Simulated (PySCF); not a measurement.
## Electron correlation in C²⁺ (carbon, charge +2)

[He] 2s1 3d1, high-spin 3D determinant (an excited configuration). Computed with PySCF 2.14 in dyall-acv3z, with no relativity, point nucleus. Frozen: nothing; 4 electrons correlated; the 5 highest virtual orbitals of each spin left out.

MP2 pair energies summed by pair of shells (mhartree):

```csv
pair,energy,share (%)
1s-1s,-38.68,79.3
2s-3d,-5.02,10.3
1s-2s,-4.88,10.0
1s-3d,-0.18,0.4
```

Total MP2 correlation energy: -48.76 mhartree.

Same-spin part -6.31 and opposite-spin part -42.44 mhartree; SCS-MP2 scales them by 1/3 and 6/5 to -53.04 mhartree.
